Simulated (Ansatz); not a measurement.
# Ligand exchange: GaH2Cl + NaNH2 → GaH2(NH2) + NaCl

Species: GaH2Cl `[Cl][GaH2]`, singlet; NaNH2 `[NH2][Na]`, singlet; GaH2(NH2), singlet; NaCl, singlet. The partners trade Cl for NH2: Ga–Cl and Na–NH2 bonds give way to Ga–NH2 and Na–Cl.

Shapes, held fixed at every level: PBE0-D4/def2-TZVP. Programs: Ansatz 0.2.0. The zero-point and thermal change to 298 K, harmonic and unscaled (PBE0-D4/def2-TZVP), is +6.5 kJ/mol.

```csv
level,kind,ΔH(298 K) (kJ/mol),less CCSD(T)/def2-TZVPP
HF/def2-SVP,Hartree–Fock,-166.9,-24.9
SPW92/def2-TZVPP,LDA,-139.5,+2.5
r2SCAN0-D4/def2-TZVPP,global hybrid,-147.5,-5.5
B2PLYP/def2-TZVPP,double hybrid,-140.1,+1.9
CCSD(T)/def2-SVP,coupled cluster or CI,-149.9,-7.9
CCSD/def2-SVP,coupled cluster or CI,-151.6,-9.6
CCSD/def2-TZVPP,coupled cluster or CI,-144.5,-2.5
CCSD(T)/def2-TZVPP,coupled cluster or CI,-142.0,0.0
```

The highest level, CCSD(T)/def2-TZVPP, gives ΔH(298 K) = -142.0 kJ/mol; the levels span -166.9 to -139.5. The column of differences is taken from that level and isn't an error. No measured value is set beside it here. Relativity is left out for Ga. Outer-core shells of Ga, Na are correlated, in sets that cover them unevenly.
